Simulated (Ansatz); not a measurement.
Basis-set extrapolation for `CCO[Si](F)(OCC)OCC` (PBE0-D4/def2-TZVP geometry, frozen core, the Gaussian-basis code of Ansatz). Multiplicity 1, RHF reference.

|  | def2-TZVPP | def2-QZVPP |
| --- | --- | --- |
| HF | -849.384460 | -849.421538 |
| MP2 correlation | -2.102818 | -2.260096 |
| CCSD(T) correlation | -2.260199 | not run |

Energies in hartree. Use E(X) = E(∞) + A·exp(−7.88·√X) for Hartree–Fock and E(X) = E(∞) + B·X^(−2.97) for correlation, with X = 3 and 4, and add CCSD(T) minus MP2 of the smaller set to the MP2 limit.

Question: What is the CCSD(T) energy at the basis-set limit?

Answer: HF limit: -849.421538 + (-0.037078) × 0.13774 = -849.42665. MP2 limit: -2.260096 + (-0.157278) × 0.74074 = -2.37660. Higher-order term: -2.260199 − (-2.102818) = -0.15738. Total: -851.96063 hartree, 829.6 kJ/mol below CCSD(T)/def2-TZVPP.
